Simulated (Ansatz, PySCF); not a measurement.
C₃H₃F₃, SMILES F[C@H]1CC1(F)F. Atoms are numbered in the order given.

```xyz
9

F      1.6911    -0.0714    -0.8981
C      0.9585     0.2188     0.2052
C     -0.0991     1.3121     0.0782
C     -0.4837    -0.1189     0.1870
F     -0.9873    -0.7408    -0.8872
F     -1.0661    -0.5639     1.3148
H      1.5189     0.1256     1.1434
H     -0.2637     1.9767     0.9310
H     -0.1985     1.7544    -0.9179
```
Charge 0, spin multiplicity 1.

The structure is a stationary point at r2SCAN-D4/def2-SVP. The structure was generated by enumeration; whether it is a known compound was not checked.

Two levels are set side by side: PBE-D3(BJ)/def2-SVP (Ansatz, a first-principles code) and r2SCAN-D4/def2-SVP (Ansatz). Each level has its own optimised geometry; the coordinates shown are those of the second. Frequencies come from the Hessian of PySCF at each geometry. Differences are taken from unrounded values.

```tsv
quantity	r2SCAN-D4
mean bond length (Å)	1.313
bond F1–C2 (Å)	1.356
bond C2–C3 (Å)	1.526
bond C2–C4 (Å)	1.481
bond C3–C4 (Å)	1.486
bond C4–F5 (Å)	1.340
bond C4–F6 (Å)	1.345
bond C2–H7 (Å)	1.097
bond C3–H8 (Å)	1.094
bond C3–H9 (Å)	1.094
highest harmonic wavenumber (cm⁻¹)	3252
mean harmonic wavenumber (cm⁻¹)	1202
zero-point energy (kcal/mol)	36.10
```

Q: What does PBE-D3(BJ) give, and how far is it from r2SCAN-D4? (Estimate from the structure and the level; the computed values follow.)

A: 
| quantity | PBE-D3(BJ) | PBE-D3(BJ) minus r2SCAN-D4 |
|---|---|---|
| mean bond length (Å) | 1.322 | 0.008 |
| bond F1–C2 (Å) | 1.361 | 0.006 |
| bond C2–C3 (Å) | 1.533 | 0.007 |
| bond C2–C4 (Å) | 1.494 | 0.013 |
| bond C3–C4 (Å) | 1.496 | 0.010 |
| bond C4–F5 (Å) | 1.348 | 0.009 |
| bond C4–F6 (Å) | 1.353 | 0.008 |
| bond C2–H7 (Å) | 1.105 | 0.008 |
| bond C3–H8 (Å) | 1.101 | 0.007 |
| bond C3–H9 (Å) | 1.102 | 0.007 |
| highest harmonic wavenumber (cm⁻¹) | 3179 | -73 |
| mean harmonic wavenumber (cm⁻¹) | 1170 | -32 |
| zero-point energy (kcal/mol) | 35.12 | -0.98 |
